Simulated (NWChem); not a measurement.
Species: C3H5ClSi; SMILES [SiH2](C=C=C)Cl

```xyz
10

C     -0.5068     3.1492     0.4012
C     -0.1883     2.0424    -0.2180
C      0.1415     0.9161    -0.8033
Si     0.7683    -0.5265     0.1901
Cl    -0.5375    -2.1314     0.0193
H      0.2353     3.9358     0.5704
H     -1.5270     3.3201     0.7594
H      0.0464     0.8325    -1.8947
H      0.8638    -0.1367     1.6222
H      2.0859    -0.9931    -0.3264
```
Atoms are numbered in this order, from 1.

Program: NWChem. Medium grid unless said otherwise, to which SCAN and Minnesota functionals are sensitive. All runs use the structure optimised with PBE0/def2-SVP. Total energies of different functionals are on different scales.

```tsv
level	energy (Ha)	highest occupied level (eV)	orbital gap (eV)	dipole (D)	relative time
PBE/def2-TZVP	-866.5809	-6.59	4.90	1.82	1
B3LYP/def2-TZVP	-867.1216	-7.53	6.59	1.88	1
CAM-B3LYP/def2-TZVP	-867.0289	-9.07	9.46	1.93	9
r2SCAN/def2-TZVP	-866.9498	-6.81	5.34	1.89	1
TPSSh/def2-TZVP	-867.1253	-7.09	5.94	1.89	1
```

Times are rough ratios from one shared machine.
